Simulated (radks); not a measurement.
Spherical quantum dot in the effective-mass picture: electrons in a hard-walled sphere of radius 3.03, with a point charge +1 (a donor) at the centre, all in effective atomic units (hartree* = m*/eps^2 hartree, bohr* = eps/m* bohr), one dielectric constant everywhere. Calculated with a radial shooting solver with Libxc functionals: non-relativistic Kohn-Sham, LDA (Slater exchange, Perdew-Wang correlation), spin-polarised, spherical densities. Levels are named by radial order and angular momentum (1s, 1p, 1d, 2s, ...), and open shells are averaged over m. Results are scaled to m* = 0.097 and eps = 11.2, for which hartree* = 21.04 meV and bohr* = 6.11 nm.

N = 10, configuration 1s2 1p6 1d(up 2, down 0). This is the lowest configuration that the search found. Occupied and some empty levels:

level    occupation  eigenvalue (meV)  <r> (nm)
1s up             1            89.418     9.853
1s down           1            90.258     9.731
1p up             3            99.687     11.77
1p down           3            100.77     11.74
1d up             2            112.53     12.57
1d down           0            113.68     12.57
2s up             0            116.94     8.377
2s down           0            117.46     8.454
1f up             0            128.71     13.13
1f down           0            129.89     13.13
2p up             0            145.47     9.589
2p down           0            146.11     9.587

Energy (meV): total 532.332, kinetic 247.02, external -126.00, Hartree 501.64, exchange-correlation -90.331.
